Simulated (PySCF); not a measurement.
CBrCl₂F, SMILES FC(Cl)(Cl)Br. Heavy atoms are numbered as in [F:1][C:2]([Cl:3])([Cl:4])[Br:5].

Geometry optimised at PBE0-D3(BJ)/def2-SVP.

The numbers are results of PySCF with PBE/pcSseg-1, not measurements.

GIAO shieldings, no solvent; atoms alike by connectivity are averaged. δ = σ(ref) − σ: ¹⁹F against CFCl3 (σ = 133.6 ppm); ¹³C against TMS (σ = 182.0 ppm); ³⁵Cl against HCl (σ = 936.5 ppm), references at their B3LYP-D3(BJ)/def2-TZVP geometries, non-relativistic (without spin–orbit terms, shifts of atoms bonded to Cl or Br come out too high).

Computed chemical shifts:
| nucleus | atoms | count | δ (ppm) |
|---|---|---|---|
| ¹⁹F | F1 | 1 | -3.4 |
| ¹³C | C2 | 1 | 154.5 |
| ³⁵Cl | Cl3 | 2 | 616.7 |
